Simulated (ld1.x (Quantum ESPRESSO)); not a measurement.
**Cl: excitation energies, all-electron against ultrasoft**

ld1.x (Quantum ESPRESSO) 7.5 input, shortened:

```
&input
   title='Cl', zed=17., rel=1, dft='REVPBE', iswitch=3,
   config='[Ne] 3s2 3p4'
 /
 &inputp
   pseudotype=3, tm=.true., lloc=-2, rcloc=1.05,
   nlcc=.false.,
   which_augfun='PSQ', rmatch_augfun_nc=.true.
 /
4
3S  1  0   2.00   0.00  0.95  1.15  0.0
3S  1  0   0.00   1.05  0.95  1.15  0.0
3P  2  1   4.00   0.00  1.35  1.55  0.0
3P  2  1   0.00  -1.05  1.35  1.55  0.0
 &test
   configts(1)='3s2 3p4'
 /
```

Energies are relative to the spin-unpolarised reference configuration 3s2 3p4; without spin polarisation the order of configurations can differ from experiment.

```csv
valence configuration,charge,ΔE all-electron (eV),error AE − PS (meV)
3s2 3p5,0,-13.845,+3.1
3s2 3p2,+3,63.710,+33
3s1 3p6,0,-1.679,+107
3s2 3p4.5,+0.5,-8.279,+1.4
3s2 3p5.3,-0.3,-15.972,+4.0
```

Question: What are ΔE and the potential's error for 3s2 3p1?

Answer: ΔE = 115.921 eV all-electron; the error (AE − PS) is +109 meV.

Question: What are ΔE and the potential's error for 3s2 3p3?

Answer: ΔE = 25.424 eV all-electron; the error (AE − PS) is +4.0 meV.
